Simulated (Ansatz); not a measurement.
`N=C(N)[Se][SiH3]` + silanol → `[SiH3][SeH]` + `N=C(N)O[SiH3]`  (redistribution)

Calculated with Ansatz (gas phase, PBE0-D4/def2-TZVP geometries, no zero-point term in ΔE). CCSD(T)/CBS is the MP2 limit (def2-TZVPP, def2-QZVPP) plus CCSD(T) − MP2 in def2-TZVPP, frozen cores. For Se outer-core shells are correlated without core-valence functions, which leaves a few kJ/mol of doubt a bond. Scalar relativity is left out up to krypton. Each species was taken in one conformer, which may not be the lowest.

```csv
level,ΔE (kJ/mol)
HF/def2-TZVPP,-32.9
CCSD(T)/def2-TZVPP,-1.9
MP2/def2-QZVPP,10.0
HF/CBS(def2),-33.5
```

(1) What does CCSD(T)/CBS give? (An estimate is asked.)

Largest T1 diagnostic among the species: 0.013.

Results:

(1) Ansatz gave: +1.0 kJ/mol. The listed levels differ from it by -33.9, -2.9, 9.0, -34.5 kJ/mol.

In def2-TZVPP, CCSD(T) changes the Hartree–Fock value by +31.0 kJ/mol (the triples alone add +5.8 kJ/mol) and MP2 by +41.5 kJ/mol. The D4 term adds +5.1 kJ/mol with B3LYP and +2.7 kJ/mol with PBE0; it sums over pairs of atoms, weighted by their polarisabilities, and B3LYP, whose exchange is more repulsive, gets the larger term.

B3LYP here is the variant with VWN-RPA as its local correlation; programs differ in this.
